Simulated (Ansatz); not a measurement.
A run for Ansatz (an electronic-structure program): R-CCSD(T)/def2-QZVPP on SiTe, 2S+1 = 1, a spin state set in the input, which need not be the lowest, a point of a bond scan (R = 2.278 Å). Elements past Kr take the def2 small-core potentials; no spin–orbit coupling. Files ending in .json are basis or fitting sets from the Basis Set Exchange.

Ansatz 0.2 input:
```yaml
crystal:
  periodic: [false, false, false]
  atoms:
    - {symbol: Si, position_ang: [0.00000000, 0.00000000, 0.00000000]}
    - {symbol: Te, position_ang: [0.00000000, 0.00000000, 2.27762300]}
basis:
  gaussian:
    orbitals: def2-QZVPP.json
    pivot_positions_ang: [[0.00000000, 0.00000000, 0.00000000], [0.00000000, 0.00000000, 2.27762300]]
magnetization: {spin_polarized: false}
correlation: {method: ccsd_t, electrons: valence}
output: {orbitals: {seedname: ./end}}
```

Program output:

```
WARN ansatz: RAYON_NUM_THREADS=2 ignored (pool sized by the plan → 2); use --threads N
Functional definition: HF
integrals: 0.37 GiB planned
1022 factors; integrals over basis functions are off by at most 1.9e-4 eV
mean field: 0.56 GiB planned
mean field evaluation 1: about -15127.3867 eV, gradient 1.2e1 eV
mean field evaluation 2: about -15127.4974 eV, gradient 1.2e1 eV
mean field evaluation 4: about -15128.2501 eV, gradient 2.0e0 eV
mean field evaluation 8: about -15128.2735 eV, gradient 1.1e-1 eV
mean field evaluation 16: about -15127.7125 eV, gradient 1.1e1 eV
mean field -15128.27363772 eV, -555.9538018741 hartree, gradient 5.4e-6 eV, S^2 0.000000; 0 other end points of the search recorded, 0 dependent functions left out
9 core orbitals not correlated
reference -15128.27363772 eV, -555.9538018741 hartree; 10, 10 occupied and 133, 133 virtual orbitals, 1022 factors
second order -19.60095925 eV of doubles, -0.00000000 eV of singles
coupled cluster: 0.65 GiB planned
cycle   1  -17.81387575 eV  change     1.8e0 eV  update   1.3e-1
cycle   2  -18.39374459 eV  change   -5.8e-1 eV  update   4.6e-2
cycle   3  -18.52438602 eV  change   -1.3e-1 eV  update   2.4e-2
cycle   4  -18.48035867 eV  change    4.4e-2 eV  update   7.4e-3
cycle   5  -18.47382452 eV  change    6.5e-3 eV  update   3.9e-3
cycle   6  -18.47948737 eV  change   -5.7e-3 eV  update   1.3e-3
cycle   7  -18.47888128 eV  change    6.1e-4 eV  update   4.4e-4
cycle   8  -18.47853950 eV  change    3.4e-4 eV  update   1.1e-4
cycle   9  -18.47865284 eV  change   -1.1e-4 eV  update   3.2e-5
cycle  10  -18.47863293 eV  change    2.0e-5 eV  update   8.8e-6
perturbative correction -0.74603537 eV, -0.0274162943 hartree
Total energy: -15147.49830602 eV, -556.6602954031 hartree
```

The run converged.

Cost: around 19 core-seconds (rough).
